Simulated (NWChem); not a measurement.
Atomisation of FIn

```
In
F 1 1.9962
```
Charge 0, spin multiplicity 1.

All runs are NWChem calculations. The geometry was optimised at PBE0/def2-SVP with def2 effective core potentials on In, a minimum by its harmonic frequencies.

Basis set: def2-TZVP. The atomisation energy is electronic alone: no zero-point, thermal, spin-orbit or counterpoise terms. No value is extrapolated to the basis-set limit. Free atoms are single determinants with multiplicities In 2, F 2. Correlated methods freeze the same cores in atoms and molecule, 5 orbitals in all.

Effective core potentials replace the inner electrons of In; spin-orbit coupling is left out. B3LYP has NWChem's definition, with VWN1-RPA local correlation. The structure started from a generated list of species. The stability of the SCF solutions was not checked. Open-shell Hartree-Fock references start from PBE0 orbitals.

Problem. For the atomisation energy, PBE0 gives 124.8 kcal/mol and HF gives 84.1 kcal/mol. What do MP2, B3LYP, LC-wPBE (omega 0.3 per bohr) give?

Solution. MP2: 132.3 kcal/mol; B3LYP: 127.1 kcal/mol; LC-wPBE (omega 0.3 per bohr): 130.4 kcal/mol.
